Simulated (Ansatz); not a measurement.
Geometry optimisation, DFT PBEsol, scalar-relativistic, plane waves, PAW in Ansatz 0.2.0.

Input:

```yaml
crystal:
  lattice:
    - [11.518769, 0.0, 0.0]
    - [3.83959, 6.650365, 0.0]
    - [0.0, 0.0, 16.418765]
  atoms:
    - { symbol: H, position: [0.11111112, 0.16666666, 0.06090592] }
    - { symbol: H, position: [0.44444446, 0.16666666, 0.06090592] }
    - { symbol: H, position: [0.77777781, 0.16666666, 0.06090592] }
    - { symbol: H, position: [0.11111112, 0.66666663, 0.06090592] }
    - { symbol: H, position: [0.44444446, 0.66666663, 0.06090592] }
    - { symbol: H, position: [0.77777781, 0.66666663, 0.06090592] }
    - { symbol: Si, position: [0.11111112, 0.16666666, 0.1522648] }
    - { symbol: Si, position: [0.44444446, 0.16666666, 0.1522648] }
    - { symbol: Si, position: [0.77777781, 0.16666666, 0.1522648] }
    - { symbol: Si, position: [0.11111112, 0.66666663, 0.1522648] }
    - { symbol: Si, position: [0.44444446, 0.66666663, 0.1522648] }
    - { symbol: Si, position: [0.77777781, 0.66666663, 0.1522648] }
    - { symbol: Si, position: [-0.11111111, 0.33333332, 0.2] }
    - { symbol: Si, position: [0.22222223, 0.33333332, 0.2] }
    - { symbol: Si, position: [0.55555558, 0.33333332, 0.2] }
    - { symbol: Si, position: [-0.11111111, 0.83333329, 0.2] }
    - { symbol: Si, position: [0.22222223, 0.83333329, 0.2] }
    - { symbol: Si, position: [0.55555558, 0.83333329, 0.2] }
    - { symbol: Si, position: [-0.11111111, 0.33333332, 0.34320559] }
    - { symbol: Si, position: [0.22222223, 0.33333332, 0.34320559] }
    - { symbol: Si, position: [0.55555558, 0.33333332, 0.34320559] }
    - { symbol: Si, position: [-0.11111111, 0.83333329, 0.34320559] }
    - { symbol: Si, position: [0.22222223, 0.83333329, 0.34320559] }
    - { symbol: Si, position: [0.55555558, 0.83333329, 0.34320559] }
    - { symbol: Si, position: [0.0, 0.0, 0.39094079] }
    - { symbol: Si, position: [0.33333335, 0.0, 0.39094079] }
    - { symbol: Si, position: [0.66666669, 0.0, 0.39094079] }
    - { symbol: Si, position: [0.0, 0.49999997, 0.39094079] }
    - { symbol: Si, position: [0.33333335, 0.49999997, 0.39094079] }
    - { symbol: Si, position: [0.66666669, 0.49999997, 0.39094079] }
    - { symbol: F, position: [0.81481485, 0.05555555, 0.39764044] }
    - { symbol: F, position: [0.51851854, 0.27777776, 0.43783835] }
basis:
  ecutwfc: 420.0
kpoints:
  mp_grid: { grid: [2, 2, 1] }
hamiltonian:
  xc: pbesol
  pseudopotentials: { kind: paw, azcp: { folder: soft_1 } }
scf:
  occupations: { method: gaussian, width: 0.02 }
  lower_state_search: "off"
relax:
  f_tol: 0.03
  max_steps: 60
  adjacent_minimum: "off"
  constraints: [{ sites: [0, 1, 2, 3, 4, 5, 6, 7, 8, 9, 10, 11] }]
output:
  write_density: true
  write_potential: true
  elf: true
  volumetric_format: npy
```

Launched with:

```bash
$ ansatz run input.yaml --threads 2 --pin off --max-ram 5120MiB --backend cpu --events-out ev --progress --plain --runs-dir out
```

Problem. Where does it end, and by what steps?

Solution. It converged. Limits of this set-up: coarse k mesh, thin slab, slab without dipole correction, no dispersion correction for a molecule that may bind weakly, PAW files made for another functional. After 22 steps the energy has fallen by 8.556 eV; F31 moved furthest, 2.06 Å. Parted: Si14–Si20 (2.35 → 3.20 Å), Si15–Si21 (2.35 → 3.21 Å), Si22–F31 (1.73 → 3.37 Å). Joined: Si14–Si29 (3.84 → 2.41 Å), Si15–Si30 (3.84 → 2.41 Å), Si18–Si27 (3.84 → 2.46 Å).

```
step  energy less start (eV)  largest force component (eV/Å)  accepted
   0                  0.0000                           3.884       yes
   1                 -1.5076                           2.742       yes
   2                 -2.6999                           1.633       yes
   3                 -3.5651                           1.024       yes
   4                 -4.1723                           0.925       yes
   5                 -4.5002                           1.141       yes
   6                 -4.7196                           1.125       yes
   7                 -4.9682                           0.597       yes
   8                 -5.2535                           0.843       yes
   9                 -5.6103                           0.527       yes
  10                 -5.9805                           0.857       yes
  11                 -6.4171                           1.288       yes
  12                 -6.9167                           1.305       yes
  13                 -7.4131                           0.922       yes
  14                 -7.9584                           0.663       yes
  15                 -8.2175                           0.505       yes
  16                 -8.4346                           0.228       yes
  17                 -8.4272                           1.212        no
  18                 -8.4982                           0.108       yes
  19                 -8.5464                           0.147       yes
  20                 -8.5541                           0.073       yes
  21                 -8.5554                           0.058       yes
  22                 -8.5556                           0.030       yes
```

```xyz
32
Lattice="11.5188 0.0000 0.0000 3.8396 6.6504 0.0000 0.0000 0.0000 16.4188" Properties=species:S:1:pos:R:3
H 1.920 1.108 1.000
H 5.759 1.108 1.000
H 9.599 1.108 1.000
H 3.840 4.434 1.000
H 7.679 4.434 1.000
H 11.519 4.434 1.000
Si 1.920 1.108 2.500
Si 5.759 1.108 2.500
Si 9.599 1.108 2.500
Si 3.840 4.434 2.500
Si 7.679 4.434 2.500
Si 11.519 4.434 2.500
Si -0.034 2.200 3.251
Si 3.895 2.243 3.308
Si 7.724 2.243 3.276
Si 1.907 5.512 3.280
Si 5.721 5.534 3.269
Si 9.649 5.580 3.330
Si -0.661 1.970 5.489
Si 2.826 1.702 6.273
Si 6.656 1.625 6.242
Si 1.366 5.111 5.562
Si 5.123 5.188 5.507
Si 8.623 5.069 5.843
Si -0.643 -0.266 6.252
Si 3.005 -0.561 6.869
Si 6.838 -0.617 5.520
Si 1.048 3.058 6.708
Si 4.726 2.796 5.501
Si 8.565 2.733 5.476
F 11.081 -0.148 7.863
F 6.477 1.514 7.854
```

Whether the end is a true minimum wasn't checked by a vibrational analysis.

Run time: 6.1 min on 2 threads of Arm Neoverse V1 (shared host), peak memory 1.9 GiB.
